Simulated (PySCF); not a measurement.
# Static response to an electric field

Compound: C6H5NOS.
SMILES with atom numbers: `[NH2:1][c:2]1[cH:3][c:4]2[s:5][cH:6][cH:7][c:8]2[o:9]1` (hydrogens: H10, H11 on N1; H12 on C3; H13 on C6; H14 on C7)

Structure used (GFN2-xTB), in Å, numbered top down from 1:
```xyz
14
C6H5NOS angstrom
N     -2.861    0.342   -0.174
C     -1.525    0.080    0.027
C     -0.911   -0.884    0.783
C      0.470   -0.716    0.520
S      2.015   -1.358    0.927
C      2.781   -0.200   -0.121
C      1.913    0.636   -0.752
C      0.591    0.336   -0.377
O     -0.639    0.831   -0.677
H     -3.463    0.082    0.591
H     -3.044    1.261   -0.550
H     -1.381   -1.602    1.419
H      3.849   -0.218   -0.201
H      2.203    1.410   -1.437
```

Level: CAM-B3LYP/def2-SVPD (PySCF), static field, nuclei fixed, core orbitals frozen in the response. The polarisability tensor in these axes (au):

```
x   139.61  -9.80   1.05
y    -9.80  81.63 -18.82
z     1.05 -18.82  74.27
```

Problem. Give the principal values, the mean and the anisotropy Δα = √{½[(α1 − α2)² + (α2 − α3)² + (α1 − α3)²]}.

Solution. Principal values 58.41, 95.61 and 141.49 au; mean 98.50 au = 14.60 Å³ = 16.24 × 10⁻⁴⁰ C²·m²/J; Δα = 72.08 au (73 % of the mean).

Problem. What is the dipole moment, and where does it point?

Solution. (-1.88, 1.01, 0.56) D, 2.21 D in size, pointing from the negative to the positive side. Measured along this direction, the outermost atoms are H13 at the negative end and H10 and H11 at the positive end.

Problem. Molar refractivity from α?

Solution. Lorentz–Lorenz: R = (4π/3)N_A α = 2.5225 cm³/(mol·Å³) × 14.60 Å³ = 36.8 cm³/mol, in the limit of long wavelengths.

Problem. Traceless (Buckingham) quadrupole moment about the centre of nuclear charge: eigenvalues?

Solution. -14.04, -1.66, 15.70 D·Å. The values depend on the origin, since the dipole doesn't vanish. The electronic extent ⟨r²⟩ about the same centre is 1305 bohr², a root-mean-square distance of 2.25 Å for the 72 electrons.

Problem. Sum over states: ᾱ = Σ f/ω², ω in Eh. What share falls to these 8 lowest TDDFT singlets (eV, f)? 4.75, 0.3287; 4.87, 0.0010; 5.27, 0.0006; 5.68, 0.0128; 5.83, 0.1037; 5.92, 0.0233; 5.98, 0.0381; 6.04, 0.0017.

Solution. They add up to 14.70 au, 14.9 % of the 98.50 au; the largest single term is 10.79 au, from the state at 4.75 eV. Terms in order: 10.79, 0.03, 0.02, 0.29, 2.26, 0.49, 0.79, 0.03 au. Higher excitations give the rest. The strengths listed sum to 0.510.

Problem. Find the Langevin capture rate constant for H3+ (3.023 u) meeting this molecule (139.009 u), k = 2.342 × 10⁻⁹ cm³/s × √(α in Å³ / reduced mass in u).

Solution. The reduced mass is 2.96 u, so k = 5.20 × 10⁻⁹ cm³/s. The formula leaves out the permanent dipole, which adds to the capture rate.

Isolated species at its GFN2-xTB geometry, gas phase.

These values come from a run that also computed excited states. The run took 95 s on an Arm Neoverse N1 with one thread, on a shared host, and the process peaked at 1.1 GiB of memory.
